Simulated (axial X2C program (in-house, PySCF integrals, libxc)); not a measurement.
**Potential curves of AsN⁻, with spin–orbit coupling**

All values were computed with an axial X2C code built on PySCF integrals. Two-component (2c) means X2C with spin–orbit coupling and atomic mean-field two-electron Coulomb and Gaunt terms. Basis: As dyall-acv3z [10s10p7d5f1g], N dyall-av3z [7s7p3d2f] (cores contracted in-house); Gaussian nuclei, density fitting, unrestricted open shells. Masses: As 74.922 u, N 14.003 u.

State: Ω = 1/2 (⟨Sz⟩ = -0.50, ⟨Lz⟩ = 1.00 at BP86). Energies in eV from the lowest point of each curve. Fits are polynomials in 1 − R0/R over 0.85 to 1.23 times the lowest point R0.

```tsv
R (Å)	BP86
1.4512	1.5187
1.5179	0.6757
1.5679	0.2998
1.6180	0.0870
1.6680	0.0000
1.7264	0.0173
1.7848	0.1287
1.8598	0.3672
1.9516	0.7488
2.0850	1.3760
```

One determinant describes the state; a PBE0 search over occupations chose it and may have missed a lower one. Density functionals use the spin component along the axis (collinear). The highest occupied level is positive at some bond lengths even in Hartree–Fock (under at least one Hamiltonian), so the basis set holds the extra electron there; where that holds at Re the anion is at best weakly bound and its constants depend on the basis. The functionals have no current-density term, which raises determinants with orbital currents, atoms included.

Question: Fit the BP86 curve near its minimum: give the equilibrium distance and the harmonic wavenumber.

Answer: At BP86, 2c: Re = 1.688 Å, ωe ≈ 886 cm⁻¹; Be follows as 0.502 cm⁻¹.
